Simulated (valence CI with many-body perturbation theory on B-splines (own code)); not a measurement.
## Gd51+: electric-dipole lines

Level of theory: relativistic CI+MBPT: three valence electrons over a frozen Dirac-Fock core [Ne], a basis of 11 s, 11 p, 10 d, 8 f, 5 g, 2 h functions for each j, with the one-electron correlation potential Σ1 (screened to all orders), the two-electron term Σ2, the three-electron term Σ3, Breit, model QED; selected single and double excitations, second order for the rest, scaled by the run's own slope (own B-spline code, finite nucleus).

The last digits are not significant, and no measured levels were compared; by estimate large intervals hold to a few tenths of a per cent, small ones and those within an open d or f shell to about a per cent.

Lines 51 to 100 of 584 in falling wavelength, among levels below 168.82 Ry, chosen from the strongest by gf and those to the six lowest levels. Wavelengths and rates use the calculated energies. Electric multipoles are in the length gauge with retardation, E1 and E2 with the static RPA response of the core. Weak lines are less certain than strong ones. Lines between different terms over intervals too small for the method are left out, as are lines whose strength nearly cancels. The highest levels of a list are the least certain.

Levels are named by their leading jj configuration (3d3/2^4 stands for four electrons in 3d with j = 3/2), which in mixed levels can hold well under half, so a name can repeat and another be missing. Letters in brackets count levels of one name in rising energy.

```csv
λ vac (Å),Upper,Lower,A (s⁻¹),S (a.u.)
79.26,(3p1/2 3p3/2 3d3/2) J=5/2 [b],(3s 3p3/2 3d3/2) J=7/2,4.47e+10,6.59e-02
79.17,(3s 3p1/2 3d3/2) J=5/2,(3s 3p1/2 3p3/2) J=3/2 [b],3.47e+09,5.10e-03
78.28,(3p1/2 3p3/2 3d5/2) J=9/2,(3s 3p3/2 3d5/2) J=9/2,2.92e+10,6.92e-02
78.14,(3p1/2 3p3/2 3d3/2) J=3/2 [b],(3s 3p3/2 3d3/2) J=5/2 [a],2.49e+10,2.34e-02
77.90,(3p1/2 3p3/2 3d3/2) J=5/2 [a],(3p1/2 3p3/2^2) J=5/2,1.76e+10,2.46e-02
76.53,(3p1/2^2 3d3/2) J=3/2,(3s 3p1/2 3d3/2) J=3/2 [a],2.81e+10,2.49e-02
75.39,(3s 3p1/2 3d3/2) J=3/2 [a],(3s 3p1/2 3p3/2) J=5/2,1.55e+10,1.31e-02
75.01,(3p1/2^2 3p3/2) J=3/2,(3s 3p1/2 3p3/2) J=3/2 [a],1.55e+10,1.29e-02
72.31,(3d3/2^2 3d5/2) J=9/2,(3p3/2 3d3/2 3d5/2) J=7/2 [c],1.47e+10,2.74e-02
70.78,(3s 3p1/2 3d3/2) J=5/2,(3s 3p1/2 3p3/2) J=5/2,7.99e+09,8.39e-03
69.12,(3d3/2 3d5/2^2) J=7/2 [a],(3p3/2 3d5/2^2) J=5/2 [a],1.61e+10,2.10e-02
68.18,(3s 3p1/2 3d3/2) J=3/2 [b],(3s 3p1/2 3p3/2) J=3/2 [b],5.41e+09,3.38e-03
67.53,(3p1/2 3d3/2 3d5/2) J=9/2,(3p1/2 3p3/2 3d5/2) J=9/2,2.90e+10,4.41e-02
66.44,(3p3/2 3d5/2^2) J=5/2 [a],(3p3/2^2 3d5/2) J=3/2,2.89e+10,2.51e-02
65.33,(3s 3p1/2 3d3/2) J=5/2,(3s 3p1/2 3p3/2) J=3/2 [a],2.89e+08,2.39e-04
65.27,(3d3/2 3d5/2^2) J=11/2,(3p3/2 3d5/2^2) J=9/2,4.11e+10,6.77e-02
64.08,(3s^2 3d3/2) J=3/2,(3s^2 3p3/2) J=3/2,1.58e+08,8.19e-05
62.95,(3d5/2^3) J=3/2,(3p3/2 3d5/2^2) J=3/2 [b],1.03e+11,5.05e-02
62.85,(3d5/2^3) J=9/2,(3p3/2 3d5/2^2) J=7/2 [b],1.82e+11,2.23e-01
62.83,(3p3/2 3d5/2^2) J=7/2 [a],(3p3/2^2 3d5/2) J=5/2 [a],2.50e+10,2.45e-02
62.30,(3s 3p1/2 3d5/2) J=5/2 [a],(3s 3p1/2 3p3/2) J=3/2 [b],1.42e+09,1.02e-03
62.26,(3s 3d5/2^2) J=5/2,(3s 3p3/2 3d5/2) J=3/2 [b],3.24e+10,2.32e-02
61.87,(3s 3p1/2 3d3/2) J=3/2 [b],(3s 3p1/2 3p3/2) J=5/2,2.68e+08,1.25e-04
61.86,(3d3/2 3d5/2^2) J=5/2 [b],(3p3/2 3d5/2^2) J=5/2 [a],2.77e+10,1.94e-02
61.56,(3d3/2 3d5/2^2) J=7/2 [a],(3p3/2 3d3/2 3d5/2) J=5/2 [c],3.69e+10,3.39e-02
61.53,(3d3/2 3d5/2^2) J=7/2 [b],(3p3/2 3d5/2^2) J=5/2 [a],2.34e+10,2.15e-02
61.46,(3d3/2^2 3d5/2) J=9/2,(3p3/2 3d3/2 3d5/2) J=9/2 [a],2.25e+10,2.58e-02
61.43,(3d3/2 3d5/2^2) J=11/2,(3p3/2 3d5/2^2) J=11/2,4.29e+10,5.89e-02
61.39,(3s 3d5/2^2) J=7/2,(3s 3p3/2 3d5/2) J=5/2 [b],1.51e+11,1.38e-01
60.99,(3d3/2 3d5/2^2) J=7/2 [b],(3p3/2 3d5/2^2) J=7/2 [a],3.42e+10,3.07e-02
60.79,(3d3/2 3d5/2^2) J=5/2 [a],(3p3/2 3d3/2 3d5/2) J=3/2 [c],7.97e+10,5.30e-02
60.42,(3s 3d5/2^2) J=9/2,(3s 3p3/2 3d5/2) J=7/2 [b],5.51e+10,5.99e-02
60.09,(3d5/2^3) J=5/2,(3p3/2 3d5/2^2) J=3/2 [b],1.54e+11,9.88e-02
59.67,(3d3/2 3d5/2^2) J=9/2,(3p3/2 3d3/2 3d5/2) J=7/2 [c],1.42e+11,1.49e-01
59.51,(3p1/2 3d5/2^2) J=5/2,(3p1/2 3p3/2 3d5/2) J=3/2 [b],3.54e+10,2.21e-02
59.44,(3p3/2 3d3/2 3d5/2) J=7/2 [b],(3p3/2^2 3d3/2) J=7/2,4.42e+10,3.66e-02
59.34,(3s 3d3/2 3d5/2) J=7/2 [b],(3s 3p3/2 3d3/2) J=5/2 [b],9.63e+10,7.94e-02
59.23,(3p1/2 3d5/2^2) J=7/2,(3p1/2 3p3/2 3d5/2) J=5/2 [b],1.82e+11,1.49e-01
59.16,(3d3/2 3d5/2^2) J=11/2,(3p3/2 3d3/2 3d5/2) J=9/2 [b],1.84e+11,2.26e-01
59.05,(3d3/2 3d5/2^2) J=5/2 [b],(3p3/2 3d3/2 3d5/2) J=3/2 [c],6.28e+10,3.83e-02
59.03,(3p1/2 3d5/2^2) J=3/2,(3p1/2 3p3/2 3d5/2) J=1/2,4.93e+10,2.00e-02
58.84,(3s 3d5/2^2) J=3/2,(3s 3p3/2 3d5/2) J=3/2 [b],5.78e+10,2.33e-02
58.69,(3d3/2 3d5/2^2) J=7/2 [b],(3p3/2 3d3/2 3d5/2) J=5/2 [d],8.43e+10,6.73e-02
58.63,(3s 3p1/2 3d3/2) J=1/2,(3s 3p1/2 3p3/2) J=3/2 [a],4.39e+09,8.73e-04
58.61,(3d5/2^3) J=3/2,(3p3/2 3d5/2^2) J=5/2 [b],4.78e+10,1.90e-02
58.48,(3p1/2 3p3/2 3d5/2) J=3/2 [a],(3p1/2 3p3/2^2) J=3/2,4.54e+10,1.79e-02
58.45,(3p1/2 3d3/2 3d5/2) J=7/2 [b],(3p1/2 3p3/2 3d5/2) J=7/2 [a],2.83e+10,2.23e-02
58.41,(3p3/2 3d5/2^2) J=7/2 [b],(3p3/2^2 3d5/2) J=5/2 [b],3.36e+11,2.64e-01
58.04,(3p3/2 3d5/2^2) J=11/2,(3p3/2^2 3d5/2) J=9/2,1.20e+11,1.39e-01
57.86,(3d3/2 3d5/2^2) J=5/2 [a],(3p3/2 3d3/2 3d5/2) J=3/2 [b],1.03e+11,5.88e-02
```
